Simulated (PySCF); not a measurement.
RbF, SMILES [F][Rb]. The structure is a stationary point at PBE-D3(BJ)/def2-TZVPD. The def2 effective core potentials stand for the cores of Rb; spin–orbit coupling is left out.

### Question
Give the equilibrium geometry at PBE-D3(BJ)/def2-TZVPD (PySCF confirms it by a frequency run) as a Z-matrix, and its point group. (The exact figures need the calculation; the answer reports its results.)

### Answer
point group C∞v.
```
Rb
F 1 2.3688
```
Charge 0, spin multiplicity 1.
